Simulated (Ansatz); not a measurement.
Species: PH₅, net charge 0, singlet state. 
Structure (B3LYP-D3(BJ)/def2-TZVP (Ansatz, a first-principles code) minimum search):
SMILES: [H][P@TB7]([H])([H])([H])[H]
```xyz
6

P      0.0000     0.0000     0.0000
H      0.0076    -0.0062     1.4787
H     -0.0076     0.0062    -1.4787
H      1.4251     0.0061    -0.0073
H     -0.7179     1.2311     0.0089
H     -0.7073    -1.2373    -0.0016
```
Charge 0, spin multiplicity 1.

Wanted: atomisation energy (electronic, to ground-state atoms), in eV. Correlated levels leave the core frozen unless marked. Open shells are spin-unrestricted. Spin-orbit coupling is left out. Non-relativistic. The coupled-cluster limit lacks core correlation, which all-electron functionals hold. CBS(X,Y): correlation extrapolated as X^-3; Hartree-Fock from the larger set. [CCSD(T)-MP2]/basis is that difference in the basis named.

| level | program | atomisation energy (eV) | minus last row |
|---|---|---|---|
| r2SCAN0/def2-TZVPD | Ansatz | 13.42 | -0.16 |
| SCS-MP2/def2-TZVPP | Ansatz | 13.20 | -0.38 |
| CCSD/6-31G* | Ansatz | 10.72 | -2.86 |
| CCSD/def2-TZVPPD | Ansatz | 13.15 | -0.43 |
| CCSD/CBS(cc-pV(T+d)Z,cc-pV(Q+d)Z) | Ansatz | 13.52 | -0.06 |
| RI-MP2/CBS(def2-TZVPP,def2-QZVPP)+[CCSD(T)-MP2]/def2-SVP | Ansatz | 13.65 | 0.07 |
| CCSD(T)/CBS(def2-TZVPPD,def2-QZVPPD) | Ansatz | 13.58 | 0.00 |
